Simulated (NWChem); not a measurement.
Species: AlAsH$_{3}$OF; SMILES [OH][Al]([F])[AsH2]

```xyz
7

Al     0.0057     1.0354    -0.0007
As    -0.0269    -1.3852     0.0472
H      1.0804    -1.3790    -1.0261
H     -1.1333    -1.3600    -1.0272
F     -1.4212     1.9271     0.0271
O      1.5096     1.8534     0.0261
H      1.5810     2.8212     0.0528
```
Atoms are numbered in this order, from 1.

Computed with NWChem. Coordinates come from a PBE-D3(BJ)/def2-SVP optimisation. Level r2SCAN/def2-SVP: energy and gradient on several grids; changes count from the extra-fine grid, which is no exact limit either.

Which is the coarsest grid (coarse; xcoarse; medium; fine; xfine) from which on the energy stays within 50 μHa and each gradient component within 100 μHa/bohr of xfine?

fine.
| grid | size of the energy change (μHa) | largest change of a gradient component (μHa/bohr) |
|---|---|---|
| xcoarse | 10000 | 10000 |
| coarse | 20 | 500 |
| medium | 100 | 300 |
| fine | < 10 | 60 |
| xfine | < 10 | < 30 |
